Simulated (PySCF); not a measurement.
Isomers of C7H14S.

All values: PBE0/pcSseg-1 (PySCF) at GFN2-xTB geometries, gas phase, one conformer each.

(1) Rank by dipole moment, lowest first.
A. `[CH3:1][CH:2]([CH3:3])[C@@H:4]1[CH2:5][C@H:6]1[CH2:7][SH:8]` with C1–C2–C4–C5 154°, C5–C6–C7–S8 -85°, C6–C7–S8–H 56°
B. `[CH3:1][S:2][C@@H:3]1[CH2:4][C@H:5]1[CH:6]([CH3:7])[CH3:8]` with C1–S2–C3–C4 149°, C4–C5–C6–C7 156°
C. `[CH2:1]=[C:2]([S:3][CH3:4])[C:5]([CH3:6])([CH3:7])[CH3:8]` with C1–C2–S3–C4 0°

Results:

(1) C (0.84 D), B (1.84 D), A (2.03 D).

All values together:

```csv
SMILES,μ (D),HOMO (eV),LUMO (eV),lowest IAO charge (e),highest IAO charge (e),lowest Hirshfeld charge (e),highest Hirshfeld charge (e)
CC(C)[C@@H]1C[C@H]1CS,2.03,-6.65,0.86,-0.417 (C),+0.160 (H),-0.119 (C),+0.048 (H)
C=C(C)CCSCC,1.93,-6.24,0.37,-0.425 (C),+0.162 (H),-0.122 (C),+0.047 (H)
CS[C@@H]1C[C@H]1C(C)C,1.84,-6.21,1.06,-0.503 (C),+0.165 (H),-0.124 (C),+0.050 (H)
C=C(SC)C(C)(C)C,0.84,-6.09,0.55,-0.506 (C),+0.172 (H),-0.138 (C),+0.055 (H)
```

Conformers: `[CH3:1][CH:2]([CH3:3])[C@@H:4]1[CH2:5][C@H:6]1[CH2:7][SH:8]` with C1–C2–C4–C5 154°, C5–C6–C7–S8 -85°, C6–C7–S8–H 56°; `[CH2:1]=[C:2]([CH3:3])[CH2:4][CH2:5][S:6][CH2:7][CH3:8]` with C1–C2–C4–C5 106°, C2–C4–C5–S6 -172°, C4–C5–S6–C7 -64°, C5–S6–C7–C8 -62°; `[CH3:1][S:2][C@@H:3]1[CH2:4][C@H:5]1[CH:6]([CH3:7])[CH3:8]` with C1–S2–C3–C4 149°, C4–C5–C6–C7 156°; `[CH2:1]=[C:2]([S:3][CH3:4])[C:5]([CH3:6])([CH3:7])[CH3:8]` with C1–C2–S3–C4 0°.
